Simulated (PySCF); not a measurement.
From one molecule to another.

First species: C4H9ClOSi.
SMILES: `Cl[C@H]1COCC[SiH2]1`

Second species: C4H9ClOSi.
SMILES: `C=C(C)O[SiH2]CCl`

Levels: wB97X-D/def2-SVPD for HOMO energy, LUMO energy, HOMO–LUMO gap and static isotropic polarisability; TDDFT wB97X-D/def2-SVPD for lowest singlet excitation; TDA wB97X-D/def2-SVPD for lowest triplet excitation (Tamm–Dancoff). Geometries: GFN2-xTB. All species are isolated and taken at one optimised geometry, non-relativistic unless stated; the electronic structure was computed with PySCF and density fitting.

Dipoles, sizes and rotational constants follow the conformer. The torsions of the flexible species, by atom-mapped SMILES:
- `[CH2:1]=[C:2]([CH3:3])[O:4][SiH2:5][CH2:6][Cl:7]`: C1–C2–O4–Si5 1°, C2–O4–Si5–C6 -179°, O4–Si5–C6–Cl7 -178°

The conformers of `Cl[C@H]1COCC[SiH2]1` aren't listed.

(1) Which has the higher S1 energy?

(2) Which of the two has the higher T1 energy, and by how much?

(3) Which of the two has the higher HOMO energy, and by how much?

(4) Which of the two has the higher HOMO–LUMO gap, and by how much?

(5) Which of the two has the higher static isotropic polarisability, and by how much?

Results:

(1) The first: 6.80 eV against 6.58 eV, a difference of 0.22 eV.

(2) The first: 6.20 eV against 4.59 eV, a difference of 1.61 eV.

(3) The second: -8.91 eV against -9.51 eV, a difference of 0.60 eV.

(4) The first: 11.40 eV against 10.75 eV, a difference of 0.65 eV.

(5) The second: 91.3 au against 88.5 au, a difference of 2.8 au.

On the first: The 8 singlets span 6.80 to 8.28 eV, and their oscillator strengths add up to 0.07. The principal polarisabilities are 74.6, 87.2 and 103.8 au; their mean is the isotropic value.

On the second: The vertical singlet–triplet gap S1 − T1 is 1.99 eV (TDDFT singlet less Tamm–Dancoff triplet). No computed singlet falls in the visible range (750 to 380 nm, 1.65 to 3.26 eV); S1 lies 3.32 eV above its blue end.
